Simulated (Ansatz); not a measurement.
Species: C$_{10}$H$_{12}$Ge, SMILES `[CH3][Ge]1([CH3])[CH]=c2ccccc2=[CH]1` with one electron removed (charge 1, multiplicity 2).

Problem. Give a relaxed geometry from Ansatz (a first-principles code) with PBE-D3(BJ)/def2-SVP.

Solution. the end point of this relaxation (outside a Z-matrix the atoms follow the SMILES, hydrogens last).
Z-matrix (Å, degrees):
```
C
C 1 1.3967
H 2 1.1023 1 120.32
C 1 1.4309 2 124.94 3 -0.01
C 4 1.3928 1 120.19 2 -180.00
H 5 1.1005 4 119.79 1 -180.00
H 4 1.1005 5 120.47 6 0.00
C 5 1.4254 6 119.17 4 180.00
C 8 1.3928 5 121.05 6 180.00
H 8 1.1005 9 119.79 5 -180.00
H 9 1.1005 8 120.47 10 0.01
C 9 1.4309 11 119.34 8 180.00
C 12 1.3967 9 124.94 11 0.00
H 13 1.1023 12 120.32 9 0.01
Ge 2 1.9786 3 129.46 1 -179.99
C 15 1.9567 2 113.06 3 -66.19
H 16 1.1056 15 110.96 2 -48.41
H 16 1.1072 17 109.47 15 -120.36
H 16 1.1072 17 109.46 18 -119.28
C 15 1.9567 16 114.69 17 179.99
H 20 1.1056 15 110.95 16 -180.00
H 20 1.1072 21 109.47 15 -120.36
H 20 1.1072 21 109.47 22 -119.29
```
